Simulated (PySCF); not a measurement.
## Electron correlation in Zr⁺ (zirconium, charge +1)

[Kr] 4d2 5s1, high-spin 4F determinant. Computed with PySCF 2.14 in aug-cc-pVDZ-PP with ECP28MDF (5s5p4d2f, 54 functions), with a scalar-relativistic core potential. Frozen: 4s2 4p6; 3 electrons correlated.

```tsv
level	correlation energy (mhartree)
CCSD	-12.65
(T)	-0.06
CCSD(T)	-12.71
```

Diagnostics: T1 = 0.0044, D1 = 0.0063, largest double amplitude 0.022.

Cost of the coupled-cluster step: of the order of 1.4 core-seconds, for 3 correlated electrons.
